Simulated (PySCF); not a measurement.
C$_{5}$H$_{13}$Ga, singlet, geometry from GFN2-xTB (such geometries of metal compounds can be far from the true shape). Base run: PySCF with DF-PBE/def2-SV(P).

PySCF was given this input:
```python
from pyscf import gto, scf, dft

mol = gto.M(
    atom='''
Ga    0.20558616   -0.04366534    0.79969430
C     0.13714721   -1.22325917    2.47655561
H    -0.45799492   -2.12675889    2.31793962
H    -0.29571751   -0.67711091    3.31971412
H     1.14287847   -1.53246873    2.77643107
C     1.14053250    1.77732574    0.89423858
H     1.86001120    1.90768576    0.08136589
H     1.67621248    1.88761854    1.84121179
H     0.42090796    2.59788940    0.82297247
C    -0.67017383   -0.66505079   -0.96320012
C    -0.37558655    0.31380831   -2.10365716
C    -1.05753376   -0.09648208   -3.40550722
H    -1.75643103   -0.75624821   -0.82907885
H    -0.31338107   -1.66796880   -1.23227948
H    -0.71476494    1.31691129   -1.82041741
H     0.70667243    0.36899670   -2.26628856
H    -0.71925075   -1.08278128   -3.71791845
H    -0.83110170    0.61199456   -4.20007370
H    -2.13752534   -0.13218610   -3.27468020
''',
    basis='def2-sv(p)',
    verbose=4,
    max_memory=1800,
)

mf = dft.RKS(mol)
mf.xc = 'pbe'
mf = mf.density_fit(auxbasis='def2-universal-jkfit')
mf.kernel()
```

All variants below ran on the same shared machine, one core each. Differences are taken from the largest basis of the def2 family in the series, which isn't the basis-set limit (def2-TZVPP: -2122.703159 Eh). The cheapest run took very roughly 27 core-seconds.

```json
[
 {"setting": "def2-SV(P)", "basis functions": "128", "cost, times the cheapest (rough)": "1", "difference in total energy (mEh)": "506.73"},
 {"setting": "def2-SVP", "basis functions": "167", "cost, times the cheapest (rough)": "1", "difference in total energy (mEh)": "473.97"},
 {"setting": "def2-TZVP", "basis functions": "281", "cost, times the cheapest (rough)": "3", "difference in total energy (mEh)": "4.83"},
 {"setting": "def2-TZVPP", "basis functions": "385", "cost, times the cheapest (rough)": "4", "difference in total energy (mEh)": "reference"}
]
```

Times come from a shared machine, hold the start-up and are rough. Total energies converge more slowly with the basis than energy differences do.
